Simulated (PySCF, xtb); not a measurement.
Si(Br)2 cation (Br₂Si), SMILES Br[Si]Br (connectivity only; charge and spin as stated), charge +1, multiplicity 2.

Harmonic wavenumbers (cm⁻¹) from xtb with GFN2-xTB at its own minimum, in rising order: 85, 346, 545.

Q: What does B3LYP-D3(BJ)/def2-TZVP in PySCF 2.14.0 give at its own minimum? (The exact figures need the calculation; the answer reports its results.)

A: 118, 380, 545. Paired by order, the mean absolute difference is 23 cm⁻¹ and the zero-point energies are 1.4 and 1.5 kcal/mol.
